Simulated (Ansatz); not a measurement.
Z-matrix (Å, degrees):
```
C
B 1 1.550
H 1 1.096 2 110.1
H 1 1.091 2 115.1 3 124.2
H 1 1.098 2 108.4 3 -113.9
Br 2 1.917 1 119.7 3 -128.5
Sn 2 2.260 1 123.7 3 52.1
H 7 1.709 2 110.7 1 -119.1
H 7 1.708 2 111.0 1 121.5
H 7 1.713 2 111.9 1 1.1
```

Charge 0, multiplicity 1. Sn: def2 effective core potential.

Q: List the r2SCAN/def2-TZVPP orbital energies in eV (Ansatz). (An estimate is asked.)

A: The calculation gave: Occupied: -13122.19, -1695.41, -1526.16, -1526.13, -1526.10, -272.97, -235.07, -182.19, -175.26, -175.15, -175.05, -136.72, -91.52, -91.52, -91.49, -69.12, -69.09, -69.03, -68.94, -68.93, -25.96, -25.95, -25.89, -25.81, -25.81, -20.64, -18.70, -13.48, -11.82, -10.87, -10.71, -9.52, -8.36, -8.11, -7.95, -7.91, -6.55. Lowest empty: -2.59, 0.15, 0.28, 0.64, 0.85, 1.16, 1.58, 2.69.
